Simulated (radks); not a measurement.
Results of a calculation; reference values are marked as such.
Task: All-electron atom: Tb0.75+ in [Xe] 4f8.25 5d1 6s1 (fractional occupations, a model configuration). Code: a radial shooting solver on a logarithmic mesh with Libxc functionals. Model: scalar-relativistic Kohn-Sham, r2SCAN, spin-unpolarised, spherical densities, finite nucleus; meta-GGA in the generalised Kohn-Sham scheme; Fermi nuclear charge, rms radius 5.06 fm. Some entries of the table are withheld. Estimate them.

orbital  occ.  eigenvalue (eV)  r(max) (bohr)
1s          2        -51938.49        0.01364
2s          2        -8639.841        0.07746
2p          6              (1)        0.06280
3s          2              (2)         0.2195
3p          6        -1633.382         0.2156
3d         10        -1243.585         0.1766
4s          2        -394.7034         0.5047
4p          6        -295.6401         0.5267
4d         10        -159.0842         0.5464
5s          2         -56.0118          1.177
5p          6         -32.3342          1.335
4f       8.25         -11.4843         0.5519
6s          1          -7.5955          3.344
5d          1              (3)            (4)

Result: 
(1) 2p eigenvalue (eV): -7675.011
(2) 3s eigenvalue (eV): -1932.469
(3) 5d eigenvalue (eV): -5.9776
(4) 5d r(max) (bohr): 1.917
